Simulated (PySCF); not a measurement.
**Ga⁺: excitation energy**

Ga⁺ [Ar] 3d10 4s2 (1S) → Ga⁺ [Ar] 3d9 4s2 5s1 (3D), as a difference of total energies. Calculation: PySCF 2.14, in aug-cc-pVQZ-DK; scalar relativity by spin-free X2C-1e. The calculations carry no spin-orbit coupling.

```
   method  excitation energy (eV)
      UHF                  26.888
      LDA                  29.664
      PBE                  29.024
     PBE0                  28.743
   r2SCAN                  29.043
BHandHLYP                  28.425
  wB97X-V                  28.977
  r2SCANh                  28.927
    TPSSh                  28.775
```

A first-order spin-orbit estimate (lowest level to lowest level, LS coupling) adds -0.189 eV.

The upper state lies above the first ionisation limit, where it may autoionise and the basis confines it. A Rydberg-like electron needs more diffuse functions than a valence basis has.

The promoted electron is Rydberg-like, and one or two diffuse shells describe it only roughly, which tends to raise the upper state.
